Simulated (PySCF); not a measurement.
Isomers of C4H5FN2, one GFN2-xTB conformer each. Single-point energies are computed at PBE0/pcSseg-1 (PySCF, gas phase, no added dispersion term), electronic only.

| SMILES | GFN2-xTB relative energy (kJ/mol) |
| --- | --- |
| C/N=C/[C@@H](F)C#N | 178.6 |
| Cn1cc(F)cn1 | 0.0 |

Conformers: `[CH3:1]/[N:2]=[CH:3]/[C@@H:4]([F:5])[C:6]#[N:7]` with N2–C3–C4–F5 145°.

Q: What does PBE0/pcSseg-1 give for the same structures?

A: 
```tsv
SMILES	PBE0/pcSseg-1 E (Eh)	PBE0/pcSseg-1 (kJ/mol)	GFN2-xTB (kJ/mol)	point group
Cn1cc(F)cn1	-364.30389	0.0	0.0	Cs
C/N=C/[C@@H](F)C#N	-364.27507	75.7	178.6	C1
```

Both levels put the same isomer lowest. As drawn, the lower has an aromatic ring and an N–N linkage, which the higher lacks; the higher has a C≡N group and a C=N bond, which the lower lacks.

Q: Which frontier levels, dipoles and rotational constants go with these structures?

A: 
```csv
SMILES,"HOMO (eV, PBE0/pcSseg-1)",LUMO (eV),dipole (D),"A, B, C (MHz)"
Cn1cc(F)cn1,-7.01,0.26,2.83,"7544, 2027, 1614"
C/N=C/[C@@H](F)C#N,-8.08,-1.25,3.74,"4498, 1615, 1257"
```
